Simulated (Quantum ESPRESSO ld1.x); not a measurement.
ld1.x (Quantum ESPRESSO 7.5) input

```
 &input
    zed=4.0,
    iswitch=1,
    rel=1,
    lsd=1,
    dft='SLA-VWN',
    config='1s1.5 2s2 3s0.5',
    verbosity='high',
    prefix='ld1',
    max_out_wfc=37,
    file_charge='ld1.rho',
 /
```

Command: `OMP_NUM_THREADS=1 ld1.x < ld1.in > ld1.out`

It prints:

```
     Program LD1 v.7.5 starts

     --------------------------- All-electron run ----------------------------

     scalar relativistic calculation

     atomic number is  4.00
     dft =SLA-VWN   lsd =1 sic =0 latt =0  beta=0.20 tr2=1.0E-14
     Exchange-correlation= SLA-VWN
                           (   1   2   0   0   0   0   0)
     mesh =1749 r(mesh) =  99.25632 a.u. xmin = -8.00 dx = 0.00800
     1 Ry =  13.60569312 eV, c = 137.03599908

     n l     nl                  e(Ry)          e(Ha)          e(eV)
     1 0     1S 1( 1.00)      -9.366902317      -4.683451159   -127.4431984
     2 0     2S 1( 1.00)      -0.696276654      -0.348138327     -9.4733265
     3 0     3S 1( 0.50)      -0.090224007      -0.045112003     -1.2275602
     1 0     1S 2( 0.50)      -8.890865158      -4.445432579   -120.9663829
     2 0     2S 2( 1.00)      -0.670836125      -0.335418062     -9.1271905
     3 0     3S 2( 0.00)      -0.075211769      -0.037605884     -1.0233082

     final scf error:  7.0E-15 reached in  27 iterations

     Etot =     -24.771477 Ry,     -12.385739 Ha,    -337.033119 eV
     Total magnetization:    1.00 Bohr mag.

     Ekin =      24.550006 Ry,      12.275003 Ha,     334.019844 eV
     Encl =     -56.054398 Ry,     -28.027199 Ha,    -762.658934 eV
     Eh   =      10.838573 Ry,       5.419287 Ha,     147.466300 eV
     Exc  =      -4.105658 Ry,      -2.052829 Ha,     -55.860328 eV

     normalization and overlap integrals

     s(1S/1S) =  1.000000  <r> =   0.4040  <r2> =    0.2210  r(max) =   0.2602
     s(1S/2S) = -0.000054
     s(1S/3S) = -0.000015
     s(2S/2S) =  1.000000  <r> =   2.2122  <r2> =    5.8466  r(max) =   1.7607
     s(2S/3S) = -0.000007
     s(3S/3S) =  1.000000  <r> =   8.1959  <r2> =   76.3922  r(max) =   7.1973
     s(1S/1S) =  1.000000  <r> =   0.4120  <r2> =    0.2303  r(max) =   0.2644
     s(1S/2S) = -0.000053
     s(1S/3S) = -0.000014
     s(2S/2S) =  1.000000  <r> =   2.2526  <r2> =    6.0510  r(max) =   1.8035
     s(2S/3S) = -0.000006
     s(3S/3S) =  1.000000  <r> =   8.5695  <r2> =   83.8822  r(max) =   7.4313

     ------------------------ End of All-electron run ------------------------
```

Run on one thread of a shared host, so times are rough (Intel(R) Xeon(R) Processor @ 2.60GHz): 0.45 s of CPU time, 1.5 s wall, 27 iterations on 1749 mesh points.
